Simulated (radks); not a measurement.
Spherical quantum dot in the effective-mass picture: electrons in a hard-walled sphere of radius 2.07, all in effective atomic units (hartree* = m*/eps^2 hartree, bohr* = eps/m* bohr), one dielectric constant everywhere. Calculated with a radial shooting solver with Libxc functionals: non-relativistic Kohn-Sham, LDA (Slater exchange, Perdew-Wang correlation), spin-polarised, spherical densities. Levels are named by radial order and angular momentum (1s, 1p, 1d, 2s, ...), and open shells are averaged over m. Results are scaled to m* = 0.085 and eps = 7.9, for which hartree* = 37.06 meV and bohr* = 4.918 nm.

N = 8, configuration 1s2 1p6. This is the lowest configuration that the search found. Occupied and some empty levels:

| level | occupation | eigenvalue (meV) | <r> (nm) |
|---|---|---|---|
| 1s | 2 | 235.90 | 5.751 |
| 1p | 6 | 270.38 | 6.409 |
| 1d | 0 | 319.83 | 6.841 |
| 2s | 0 | 366.57 | 4.861 |
| 1f | 0 | 382.31 | 7.157 |

Energy (meV): total 1304.96, kinetic 633.46, external 0, Hartree 842.24, exchange-correlation -170.75.

Electron density:

| r (nm) | n(r) (e/nm^3) |
|---|---|
| 0.258 | 0.001402 |
| 0.766 | 0.001507 |
| 1.27 | 0.001710 |
| 1.78 | 0.002000 |
| 2.29 | 0.002356 |
| 2.80 | 0.002755 |
| 3.31 | 0.003163 |
| 3.82 | 0.003544 |
| 4.32 | 0.003856 |
| 4.83 | 0.004056 |
| 5.34 | 0.004104 |
| 5.85 | 0.003975 |
| 6.36 | 0.003654 |
| 6.87 | 0.003161 |
| 7.37 | 0.002538 |
| 7.88 | 0.001843 |
| 8.39 | 0.001177 |
| 8.90 | 0.0006097 |
| 9.41 | 0.0002177 |
| 9.92 | 0.00002456 |
